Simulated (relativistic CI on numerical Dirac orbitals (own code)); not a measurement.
Calculated at this level of theory: Dirac-Coulomb-Breit CI, orbitals from a KLI potential per configuration, model QED (radiative potential, 1s self-energy scaled to tabulated hydrogen-like ionisation energies), unscaled Slater integrals (own radial code, finite nucleus).

Configuration list (outside the closed core [Ne]): 3s²3p⁶3d⁷, 3s²3p⁵3d⁸, 3s²3p⁴3d⁹, 3s3p⁶3d⁸, 3p⁶3d⁹, 3s3p⁵3d⁹, 3s²3p⁶3d⁶4s, 3s²3p⁶3d⁶4p, 3s²3p⁶3d⁶4d, 3s²3p⁴3d⁸4s, 3s²3p⁴3d⁸4p, 3s²3p⁵3d⁷4s, 3s²3p⁶3d⁶4f, 3s²3p⁴3d⁸4d, 3s²3p⁵3d⁷4p, 3s3p⁵3d⁸4s, 3s²3p⁶3d⁵4s², 3s3p⁵3d⁸4p, 3s²3p⁶3d⁵4s4p, 3s²3p⁵3d⁷4d, 3s3p⁶3d⁷4s, 3s²3p⁶3d⁶5s, 3s3p⁵3d⁸4d, 3p⁶3d⁸4s, 3s²3p⁶3d⁵4p², 3s²3p⁶3d⁶5p, 3s²3p⁶3d⁵4s4d, 3s3p⁶3d⁷4p, 3p⁶3d⁸4p, 3s²3p⁶3d⁶5d, 3s²3p⁵3d⁶4s², 3s²3p⁶3d⁶5f, 3s²3p⁶3d⁶5g, 3p⁶3d⁸4d, 3s²3p⁶3d⁶6s, 3s3p⁶3d⁶4s². Levels of other configurations are missing.

At this charge energies of transitions that change n are usually good to better than 1 %, and those within a shell (Δn = 0) to a few per cent. Terms inside the open d or f shell come out 10 to 20 % too wide with unscaled integrals.

Outline of the computed level scheme of Cs XXXI. Lowest level of each configuration: 3s²3p⁶3d⁷ ⁴F9/2 at 0.000 eV; 3s²3p⁵3d⁸ ⁴G°11/2 at 237.306 eV.

Some strong electric-dipole decays among the lowest 45 levels: 3s²3p⁵3d⁸ ⁴D°7/2 → 3s²3p⁶3d⁷ ⁴F9/2 (7.4e+11 s⁻¹); 3s²3p⁵3d⁸ ⁴D°3/2 → 3s²3p⁶3d⁷ ⁴P5/2 (5.6e+11 s⁻¹); 3s²3p⁵3d⁸ ⁴P°3/2 → 3s²3p⁶3d⁷ ²D5/2 (5.2e+11 s⁻¹); 3s²3p⁵3d⁸ ²S°1/2 → 3s²3p⁶3d⁷ ²P3/2 (4.9e+11 s⁻¹); 3s²3p⁵3d⁸ ⁴D°5/2 → 3s²3p⁶3d⁷ ⁴F7/2 (4.4e+11 s⁻¹); 3s²3p⁵3d⁸ ⁴F°9/2 → 3s²3p⁶3d⁷ ⁴F9/2 (4.2e+11 s⁻¹); 3s²3p⁵3d⁸ ²F°7/2 → 3s²3p⁶3d⁷ ²G9/2 (4.1e+11 s⁻¹); 3s²3p⁵3d⁸ ²G°9/2 → 3s²3p⁶3d⁷ ²H11/2 (4.0e+11 s⁻¹).

LS names give the leading component of a level, which can be under half, so a name can repeat, a term be missing and a line seem to break the LS rules.
